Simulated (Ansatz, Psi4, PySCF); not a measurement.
CH3S, doublet, geometry from GFN2-xTB. Base run: PySCF with CCSD(T)/6-31G**.

Here is a job for PySCF.
```python
from pyscf import gto, scf, cc

mol = gto.Mole()
mol.atom = '''
    C     0.08133729    1.12203680   -0.12550724
    S    -0.07291609   -0.56203814    0.13309778
    H     0.80181200   -0.95782336   -0.79481219
    H    -0.53276719    1.73924269    0.49787221
    H     0.40958879    1.47897019   -1.07958105
'''
mol.basis = '6-31g**'
mol.spin = 1
mol.verbose = 3
mol.build()

mf = scf.UHF(mol)
mf.kernel()

mycc = cc.CCSD(mf)
mycc.kernel()
et = mycc.ccsd_t()
print('E(CCSD(T)) = %.10f' % (mycc.e_tot + et))
```

The same geometry, method and basis name were run in Ansatz (a quantum-chemistry and plane-wave program) and Psi4 and PySCF, at each program's defaults and at the settings that a row names. The base is PySCF at its defaults. Differences at the defaults can come from grids, fitting, cores and function types together.

```json
[
 {"code and settings": "PySCF, defaults (exact integrals, spherical functions, all electrons correlated)", "ΔE vs base (mEh)": "0.000", "basis functions": "47", "E (Eh)": "-437.37380", "SCF cycles": "12"},
 {"code and settings": "Psi4, defaults (exact integrals, Cartesian functions, all electrons correlated)", "ΔE vs base (mEh)": "-10.151", "basis functions": "49", "E (Eh)": "-437.38395", "SCF cycles": "15"},
 {"code and settings": "Ansatz, defaults (factorised integrals, Cartesian functions, frozen core)", "ΔE vs base (mEh)": "5.170", "basis functions": "49", "E (Eh)": "-437.36863", "SCF cycles": "-"},
 {"code and settings": "PySCF, frozen core", "ΔE vs base (mEh)": "8.842", "basis functions": "47", "E (Eh)": "-437.36496", "SCF cycles": "12"},
 {"code and settings": "Psi4, exact integrals, spherical functions, frozen core", "ΔE vs base (mEh)": "8.842", "basis functions": "47", "E (Eh)": "-437.36496", "SCF cycles": "15"},
 {"code and settings": "Ansatz, high accuracy, frozen core, Cartesian functions as the basis file defines them", "ΔE vs base (mEh)": "5.167", "basis functions": "49", "E (Eh)": "-437.36864", "SCF cycles": "-"}
]
```

Open shells are given as the SCF converged; they aren't shown to be the lowest states, and a large step between rows can be another state.
